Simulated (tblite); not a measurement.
C₃H₆OSeSi.
Numbering: `[O:1]=[C:2]=[C:3]([SiH3:4])[CH2:5][SeH:6]` (hydrogens: H7, H8, H9 on Si4; H10, H11 on C5; H12 on Se6)

Computed with GFN2-xTB (tblite), gas phase: L-BFGS steps from a force-field or distance-geometry start until the largest atomic force falls under 0.01 eV/Å.

Step 46: E = -500.9997 eV
```
atom  x, y, z in Å  |  force x, y, z in eV/Å
O1      0.4692    2.6787    1.0630   -0.008   0.060   0.030
C2      0.1877    1.6804    0.5337   -0.045  -0.111  -0.048
C3      0.0281    0.5593   -0.0886    0.017   0.024   0.016
Si4     1.6116   -0.4830   -0.2223   -0.003   0.032  -0.019
C5     -1.2572    0.0013   -0.5701    0.023   0.039  -0.004
Se6    -1.8641   -1.6264    0.4267    0.014   0.025   0.050
H7      1.5595   -1.5166    0.8096    0.031  -0.042   0.000
H8      2.7564    0.4021   -0.0483    0.027   0.018   0.041
H9      1.6089   -1.0566   -1.5663   -0.045  -0.038  -0.036
H10    -1.1776   -0.3618   -1.5971    0.012   0.003   0.021
H11    -2.0681    0.7271   -0.5014   -0.010  -0.012  -0.013
H12    -1.8533   -1.0051    1.7351   -0.014   0.002  -0.039
```

Step 47: E = -501.0005 eV
```
atom  x, y, z in Å  |  force x, y, z in eV/Å
O1      0.4630    2.6763    1.0680   -0.010   0.070   0.046
C2      0.1838    1.6773    0.5394   -0.031  -0.139  -0.081
C3      0.0287    0.5578   -0.0879    0.029   0.030   0.030
Si4     1.6138   -0.4835   -0.2247   -0.011   0.046  -0.021
C5     -1.2561   -0.0004   -0.5711    0.041   0.039   0.007
Se6    -1.8651   -1.6254    0.4321    0.011   0.047   0.048
H7      1.5658   -1.5185    0.8067    0.030  -0.037  -0.008
H8      2.7594    0.4018   -0.0531    0.017   0.013   0.041
H9      1.6069   -1.0529   -1.5710   -0.044  -0.038  -0.024
H10    -1.1712   -0.3688   -1.5963   -0.010   0.020   0.038
H11    -2.0643    0.7294   -0.5041   -0.009  -0.046  -0.033
H12    -1.8635   -0.9937    1.7361   -0.014  -0.004  -0.043
```

Step 48: E = -501.0015 eV
```
atom  x, y, z in Å  |  force x, y, z in eV/Å
O1      0.4550    2.6715    1.0764   -0.018   0.052   0.051
C2      0.1791    1.6715    0.5475   -0.002  -0.106  -0.087
C3      0.0298    0.5555   -0.0873    0.037   0.025   0.040
Si4     1.6171   -0.4828   -0.2288   -0.009   0.040  -0.021
C5     -1.2542   -0.0024   -0.5719    0.050   0.020   0.017
Se6    -1.8676   -1.6225    0.4408    0.008   0.061   0.028
H7      1.5750   -1.5205    0.8018    0.028  -0.021  -0.027
H8      2.7642    0.4027   -0.0599   -0.001   0.005   0.039
H9      1.6047   -1.0483   -1.5782   -0.042  -0.032  -0.002
H10    -1.1622   -0.3794   -1.5935   -0.035   0.036   0.042
H11    -2.0602    0.7310   -0.5097   -0.004  -0.077  -0.052
H12    -1.8795   -0.9769    1.7369   -0.013  -0.003  -0.029
```

**Question.** Estimate the geometry and energy of step 49. (The exact step hangs on the optimiser's Hessian estimate; all steps are aligned on step 48, rigid shifts and turns removed.)

**Answer.** E = -501.0025 eV, largest force 0.110 eV/Å
```
atom  x, y, z in Å  |  force x, y, z in eV/Å
O1      0.4471    2.6631    1.0890   -0.033   0.008   0.042
C2      0.1749    1.6630    0.5574    0.035  -0.012  -0.061
C3      0.0314    0.5524   -0.0871    0.039   0.007   0.041
Si4     1.6216   -0.4803   -0.2350    0.005   0.014  -0.017
C5     -1.2514   -0.0051   -0.5725    0.045  -0.012   0.023
Se6    -1.8724   -1.6172    0.4525    0.006   0.061  -0.001
H7      1.5873   -1.5215    0.7949    0.027   0.002  -0.050
H8      2.7696    0.4061   -0.0684   -0.020  -0.003   0.036
H9      1.6031   -1.0432   -1.5868   -0.039  -0.023   0.021
H10    -1.1522   -0.3933   -1.5887   -0.055   0.045   0.029
H11    -2.0562    0.7306   -0.5191    0.003  -0.092  -0.061
H12    -1.9016   -0.9552    1.7379   -0.013   0.006  -0.001
```

The energy changes by -0.0011 eV. The first-order estimate −F·Δx gives -0.0015 eV and the mean of the old and new forces, exact on a quadratic surface, -0.0011 eV. The step makes an angle of 83° with the force vector and moves no atom by more than 0.031 Å.

What follows is the cost of the whole relaxation. On an Arm Neoverse V1 with one thread, shared host with 32 logical CPUs at a one-minute load of 8.6, this took 0.59 s wall.
